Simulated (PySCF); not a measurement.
TiF4, SMILES [F][Ti]([F])([F])[F], multiplicity 1.

Geometry: B3LYP-D3(BJ)/def2-SVP. The multiplicity is an assumed one; other spin states were not compared. The isomer is the one that the SMILES or the coordinates give; other isomers of the formula were not compared.

Method: HF/def2-TZVP in PySCF.

Symmetry labels are those of the subgroup D2 that the program uses (full group Td).

Question: List the valence orbital energies around the gap with their symmetry. (An estimate is asked for; the answer gives what the named calculation found.)

Answer: 
```json
[
 {"orbital": "HOMO−7", "symmetry": "A", "energy (eV)": "-19.43"},
 {"orbital": "HOMO−6", "symmetry": "A", "energy (eV)": "-19.20"},
 {"orbital": "HOMO−5", "symmetry": "B1", "energy (eV)": "-18.58"},
 {"orbital": "HOMO−4", "symmetry": "B2", "energy (eV)": "-18.58"},
 {"orbital": "HOMO−3", "symmetry": "B3", "energy (eV)": "-18.58"},
 {"orbital": "HOMO−2", "symmetry": "B1", "energy (eV)": "-18.04"},
 {"orbital": "HOMO−1", "symmetry": "B2", "energy (eV)": "-18.04"},
 {"orbital": "HOMO", "symmetry": "B3", "energy (eV)": "-18.04"},
 {"orbital": "LUMO", "symmetry": "A", "energy (eV)": "1.48"},
 {"orbital": "LUMO+1", "symmetry": "A", "energy (eV)": "1.48"},
 {"orbital": "LUMO+2", "symmetry": "A", "energy (eV)": "1.52"},
 {"orbital": "LUMO+3", "symmetry": "B1", "energy (eV)": "2.32"}
]
```
